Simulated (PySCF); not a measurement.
# Electron correlation in Mg (magnesium, neutral)

[Ne] 3s2, closed-shell 1S. Calculation: PySCF 2.14, in aug-cc-pVDZ (5s4p2d, 27 functions); the non-relativistic Hamiltonian (point nucleus). Frozen: [Ne]; 2 electrons correlated.

Total MP2 correlation energy: -21.69 mhartree.

Same-spin part 0.00 and opposite-spin part -21.69 mhartree; SCS-MP2 scales them by 1/3 and 6/5 to -26.03 mhartree.

With two correlated electrons CCSD is exact within the correlated space (frozen core and kept virtual orbitals).

```
level  correlation energy (mhartree)
 CCSD                         -32.95
```

Diagnostics: T1 = 0.015, D1 = 0.0214, largest double amplitude 0.090.

Cost of the coupled-cluster step: 0.05 s of wall time on 1 thread of Neoverse-V1 (shared host), for 2 correlated electrons.
